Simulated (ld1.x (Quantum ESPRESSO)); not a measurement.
# Transferability test, PAW potential for P (Z = 15)

ld1.x (Quantum ESPRESSO) 7.5 input, shortened:

```
&input
   title='P', zed=15., rel=2, dft='PW91', iswitch=3,
   config='[Ne] 3s2 3p1.5 3d-2', rel_dist='average'
 /
 &inputp
   pseudotype=3, lpaw=.true., tm=.true., lloc=2,
   nlcc=.false.,
   which_augfun='PSQ', rmatch_augfun_nc=.true.
 /
5
3S  1  0   2.00   0.00  1.45  1.65  0.0
3S  1  0   0.00   1.80  1.45  1.65  0.0
3P  2  1   1.50   0.00  1.45  2.00  0.0
3P  2  1   0.00  -0.90  1.45  2.00  0.0
3D  3  2  -2.00   0.20  1.60  1.60  0.0
 &test
   configts(1)='3s2 3p1.5'
 /
```

Open shells are filled in proportion to 2j + 1 (rel_dist='average').

Energies are relative to the spin-unpolarised reference configuration 3s2 3p1.5; without spin polarisation the order of configurations can differ from experiment. The d channel is local and has no spin–orbit splitting in the pseudo-atom.

| valence configuration | charge | ΔE all-electron (eV) | error AE − PS (meV) |
| --- | --- | --- | --- |
| 3s2 3p2 | +1 | -8.343 | -0.6 |
| 3s2 3p1 | +2 | 10.864 | -1.1 |
| 3s2 3p3.3 | -0.3 | -19.438 | -2.6 |
| 3s2 3p0 | +3 | 40.686 | -17 |
| 3s1 3p3 | +1 | 0.781 | -0.2 |

Problem. What are ΔE and the potential's error for 3s1 3p0?

Solution. ΔE = 92.779 eV all-electron; the error (AE − PS) is -90 meV.

Problem. What are ΔE and the potential's error for 3s2 3p3?

Solution. ΔE = -18.119 eV all-electron; the error (AE − PS) is -2.4 meV.

ld1.x printed “convergence not achieved” for 6 of the counted tests; their residual had stalled under 1e-8, short of the target of 1e-14.

The ghost test of this file was not conclusive.
